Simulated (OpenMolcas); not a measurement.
# Xe4+: effect of the active space

```yaml
Program: OpenMolcas
Method: CASSCF or its RAS form
Basis: ANO-RCC-VQZP
Scalar_Hamiltonian: DKH2, point nucleus
Spin-orbit_coupling: state interaction with AMFI integrals over the reference wave functions, term energies averaged over their components
```

A. 2 electrons in 3 orbitals (5p); 2S+1 = 3 even, 3 roots; 2S+1 = 1 even, 6 roots; cost about 3 core-seconds
B. 4 electrons in 4 orbitals (5s 5p); 2S+1 = 3 even, 6 roots; 2S+1 = 1 even, 12 roots; 2S+1 = 5 odd, 1 root; 2S+1 = 3 odd, 9 roots; 2S+1 = 1 odd, 8 roots; cost roughly 17 core-seconds
C. 4 electrons in 8 orbitals (5s 5p 6s 6p); 2S+1 = 3 even, 3 roots; 2S+1 = 1 even, 12 roots; 2S+1 = 5 odd, 1 root; 2S+1 = 3 odd, 9 roots; 2S+1 = 1 odd, 8 roots; cost of the order of 21 core-seconds
D. 2 electrons in 9 orbitals (RAS2 5p; RAS3 5d 6s, at most 1 electron); 2S+1 = 3 even, 3 roots; 2S+1 = 1 even, 6 roots; 2S+1 = 3 odd, 18 roots; 2S+1 = 1 odd, 18 roots; cost about 21 core-seconds
E. 4 electrons in 9 orbitals (RAS2 5s 5p; RAS3 5d, at most 2 electrons); 2S+1 = 3 even, 6 roots; 2S+1 = 1 even, 12 roots; 2S+1 = 5 odd, 1 root; 2S+1 = 3 odd, 9 roots; 2S+1 = 1 odd, 8 roots; cost of the order of 28 core-seconds

Energies in cm⁻¹ above 5s² 5p² ³P₀, the measured ground level; measured values from Saloman, J. Phys. Chem. Ref. Data 33, 765 (2004).

| Level | A | B | C | D | E | Measured |
| --- | --- | --- | --- | --- | --- | --- |
| 5s² 5p² ³P₀ | 0.0 | 0.0 | 0.0 | 0.0 | 0.0 | 0.0 |
| 5s² 5p² ³P₁ | 7571 | 7997 | 7905 | 7571 | 7581 | 9292 |
| 5s² 5p² ³P₂ | 13075 | 13439 | 13319 | 13075 | 12867 | 14127 |
| 5s² 5p² ¹D₂ | 28130 | 28372 | 28139 | 28130 | 27309 | 28411 |
| 5s² 5p² ¹S₀ | 48050 | 42307 | 41795 | 48050 | 44460 | 44470 |

Deviations, from unrounded energies. A percentage is the sum of absolute deviations over the sum of measured energies, with the sign that they share, or ± where signs differ.

| Against measurement | Levels | A | B | C | D | E |
| --- | --- | --- | --- | --- | --- | --- |
| mean absolute deviation (cm-1) | 4 | 1700 | 1000 | 1300 | 1700 | 1000 |
| fine structure of the ground term (%) | 2 | -11.8 | -8.5 | -9.4 | -11.8 | -12.7 |
| other terms of the ground configuration (%) | 2 | ±5.3 | -3.0 | -4.0 | ±5.3 | -1.5 |

B, E lie about equally close to measurement and A furthest from it. The largest miss of E in the table is 5s² 5p² ³P₁, by -1700 cm-1. The ranking rests on the paired levels alone, and a cruder setting can come out closer through cancelling errors.

Among A to E the level of the table that moves most is 5s² 5p² ¹S₀, by 6300 cm-1 (lowest in C, highest in A).

With the s shell closed, the reference lacks s² → p² mixing (holds for A; D). Active for correlation alone: 6p 6s; no level in the range computed is led by a configuration that fills them, so any true level of that kind is missing (holds for C). Active for correlation alone: 5d; no level in the range computed is led by a configuration that fills it, so any true level of that kind is missing (holds for E). Computed and measured levels are paired by configuration, term and J; levels that our copy of the source lacks, or whose pairing is in doubt (as where it misses far off the trend of its configuration), stay unpaired and out of the deviations. Only configurations of the active space appear. Levels that lie high or do not pair safely by name in every column are left out.
